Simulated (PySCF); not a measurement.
Species: C6H5FO.
Structure used (GFN2-xTB), in Å, numbered top down from 1:
```xyz
13
C6H5FO angstrom
O     -2.165   -0.895   -0.892
C     -0.996   -0.410   -0.398
C      0.080   -0.096   -1.220
C      1.253    0.395   -0.678
C      1.335    0.567    0.690
F      2.480    1.046    1.225
C      0.277    0.261    1.528
C     -0.892   -0.228    0.980
H     -2.110   -0.977   -1.852
H     -0.001   -0.237   -2.289
H      2.095    0.643   -1.304
H      0.376    0.408    2.592
H     -1.737   -0.477    1.601
```

Structure optimised with GFN2-xTB, isolated species.

Take the most abundant isotopes and a rigid rotor. The values belong to one conformer with, in the numbering `[OH:1][c:2]1[cH:3][cH:4][c:5]([F:6])[cH:7][cH:8]1`, H–O1–C2–C3 0°.

(1) What are A, B and C (GHz)?

(2) What kind of rotor is it?

(3) Is it planar, by Δ = Ic − Ia − Ib?

(4) Where do the levels up to J = 5 lie, in MHz?

(5) Estimate the classical rotational partition function at 10 K, 25 K and 50 K.

## Answers

(1) Ia = 88.93, Ib = 344.88, Ic = 433.80 u·Å²; 505379 MHz·u·Å²/I gives 5683, 1465 and 1165 MHz, that is A = 5.6832, B = 1.4654, C = 1.1650 GHz.

(2) An asymmetric top: κ = (2 × 1465 − 5683 − 1165)/(5683 − 1165) = -0.87.

(3) Planar: Δ = Ic − Ia − Ib = 0.00 u·Å². For a rigid frame Δ = −2 Σ m c², so it vanishes when all atoms lie in the ab plane; here none is more than 0.01 Å from it.

(4) Above 0(0,0):
J = 1: 1(0,1) 2630, 1(1,1) 6848, 1(1,0) 7149
J = 2: 2(0,2) 7876, 2(1,2) 11809, 2(1,1) 12710, 2(2,1) 25363, 2(2,0) 25379
J = 3: 3(0,3) 15705, 3(1,3) 19240, 3(1,2) 21042, 3(2,2) 33254, 3(2,1) 33331, 3(3,1) 55104, 3(3,0) 55104
J = 4: 4(0,4) 26074, 4(1,4) 29131, 4(1,3) 32131, 4(2,3) 43764, 4(2,2) 43993, 4(3,2) 65655, 4(3,1) 65658, 4(4,1) 96204, 4(4,0) 96204
J = 5: 5(0,5) 38928, 5(1,5) 41469, 5(1,4) 45961, 5(2,4) 56881, 5(2,3) 57409, 5(3,3) 78855, 5(3,2) 78869, 5(4,2) 109390, 5(4,1) 109390, 5(5,1) 148670, 5(5,0) 148670
Those of J = 1 are B + C, A + C and A + B.

(5) Point group Cs, symmetry number σ = 1; q = (√π/σ)·√((kT/h)³/(ABC)), k/h = 20836.6 MHz/K: 1710 at 10 K, 6770 at 25 K, 19100 at 50 K.

Stationary, but not proved a minimum. No vibrational averaging or centrifugal distortion is included, and the geometry carries the error of its method.

The numbers are calculated, not measured.
